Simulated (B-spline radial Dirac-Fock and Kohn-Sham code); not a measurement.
**Elastic scattering of 3 keV electrons by the O atom**

Method: relativistic (Dirac) partial waves in the static field of the Dirac-Fock atom with Furness-McCarthy exchange, without polarisation or absorption potentials. Computed with a radial B-spline solver.

```
θ (°)  dσ/dΩ (a₀²/sr)  Sherman function
    0            13.2             0.000
    1            12.8             0.000
    2            11.7             0.000
    3            10.2             0.000
    5            6.82             0.000
    7            4.17             0.000
   10            1.90             0.000
   15           0.569             0.000
   20           0.215             0.000
   25          0.0992             0.000
   30          0.0527             0.000
   40          0.0197            -0.001
   50         0.00929            -0.001
   60         0.00509            -0.002
   70         0.00310            -0.003
   80         0.00204            -0.004
   90         0.00144            -0.004
  100         0.00107            -0.005
  110        0.000831            -0.005
  120        0.000674            -0.005
  130        0.000568            -0.005
  140        0.000495            -0.004
  150        0.000445            -0.003
  160        0.000414            -0.002
  170        0.000396            -0.001
  180        0.000390             0.000
```

The total elastic cross section is 0.767 a₀², the first transport cross section 0.0339 a₀² and the second, weighted with (3/2) sin²θ, 0.0761 a₀². The mean deflection is ⟨1 − cos θ⟩ = 0.0442, and 0.61 % of the collisions scatter beyond 90°.
